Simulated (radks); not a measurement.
The numbers below are computed, except where a source is named.
Question: Spherical quantum dot in the effective-mass picture: electrons in a well V = -V0 / (1 + exp((r - R)/a)) with V0 = 2.33, R = 9.7, a = 0.6, with a point charge +2 (a donor) at the centre, all in effective atomic units (hartree* = m*/eps^2 hartree, bohr* = eps/m* bohr), one dielectric constant everywhere. Level of theory: non-relativistic Kohn-Sham, LDA (Slater exchange, Perdew-Wang correlation), spin-polarised, spherical densities (a radial shooting solver with Libxc functionals). Levels are named by radial order and angular momentum (1s, 1p, 1d, 2s, ...), and open shells are averaged over m. Results are scaled to m* = 0.182 and eps = 13.4, for which hartree* = 27.58 meV and bohr* = 3.896 nm. At N = 15 the configuration is 1s2 1p6 1d(up 5, down 0) 2s2. Does electron 16 go into 1d down or 1f down or 1f up?

Answer: Into 1d down. The total energies of the other choices lie higher by 1.12 meV (1f up), 1.79 meV (1f down).
